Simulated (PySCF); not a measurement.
Molecule: 4-amino-1-fluorobenzene (SMILES c1c(F)ccc(N)c1).

Atoms are numbered as in `[NH2:1][c:2]1[cH:3][cH:4][c:5]([F:6])[cH:7][cH:8]1` (H(Xn): hydrogen on atom n).

Geometry PBE0-D3(BJ)/def2-SVP throughout; GIAO in PySCF 2.14.0 with density-fitted response routines, gas phase, one conformer, non-relativistic; equivalent atoms averaged; functional PBE0.

For orientation, pcSseg-0 gives these shifts δ (against NH3, TMS, CFCl3 at the same level): N1 72.1, C5 170.4, C2 150.4, C4/C7 128.4, C3/C8 122.5, F6 -128.4, H(C4)/H(C7) 6.78, H(C3)/H(C8) 6.40, H(N1) 2.37 ppm.

A run gave: N1 68.0, C5 160.2, C2 146.0, C4/C7 119.6, C3/C8 116.0, F6 -136.6, H(C4)/H(C7) 6.96, H(C3)/H(C8) 6.58, H(N1) 2.94 ppm (shifts δ (against NH3, TMS, CFCl3 at the same level)).

Question: Which basis set was used in that run?
A. def2-SVP
B. 6-31G
C. 6-311+G(2d,p)
D. aug-cc-pVDZ

Answer: C. C5 tells them apart best: 6-311+G(2d,p) gives 160.2, 6-31G gives 150.8, aug-cc-pVDZ gives 153.2, def2-SVP gives 153.4 ppm.
